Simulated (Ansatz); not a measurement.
Program: Ansatz. Geometries: PBE0-D4/def2-TZVP. ΔE: electronic, gas phase. CCSD(T)/CBS adds triple-zeta CCSD(T) − MP2 to the extrapolated MP2 energy (def2 sets, frozen cores). This one scheme is used for every species. DFT in def2-TZVPP. B3LYP here is the variant with VWN-RPA as its local correlation; programs differ in this. One conformer a species, not always the lowest.

Consider the cleavage of the B–Si bond: `NB[SiH2][SiH3]` + `PS` → `NBPS` + `[SiH3][SiH3]`.

| level | ΔE (kcal/mol) | difference from CCSD(T)/CBS |
| --- | --- | --- |
| PBE-D4 | -2.9 | 0.9 |
| r2SCAN-D4 | -3.5 | 0.3 |
| PBE0-D4 | -3.2 | 0.6 |
| B3LYP-D4 | -3.7 | 0.1 |
| ωB97X-V | -3.6 | 0.2 |
| ωB97M-V | -3.7 | 0.1 |
| B2PLYP | -3.8 | 0.0 |
| PBE | -2.7 | 1.1 |
| r2SCAN | -3.4 | 0.4 |
| PBE0 | -3.0 | 0.8 |
| B3LYP | -3.2 | 0.6 |
| HF/def2-TZVPP | -4.3 | -0.5 |
| MP2/def2-TZVPP | -4.7 | -0.9 |
| SCS-MP2/def2-TZVPP | -4.5 | -0.7 |
| CCSD/def2-TZVPP | -3.6 | 0.2 |
| CCSD(T)/def2-TZVPP | -3.7 | 0.1 |
| HF/def2-QZVPP | -4.2 | -0.4 |
| MP2/def2-QZVPP | -4.8 | -1.0 |
| SCS-MP2/def2-QZVPP | -4.5 | -0.7 |
| HF/CBS(def2) | -4.2 | -0.4 |
| MP2/CBS(def2) | -4.9 | -1.1 |
| CCSD/CBS(def2) | -3.7 | 0.1 |
| CCSD(T)/CBS | -3.8 | 0 |

Largest T1 diagnostic among the species: 0.014.
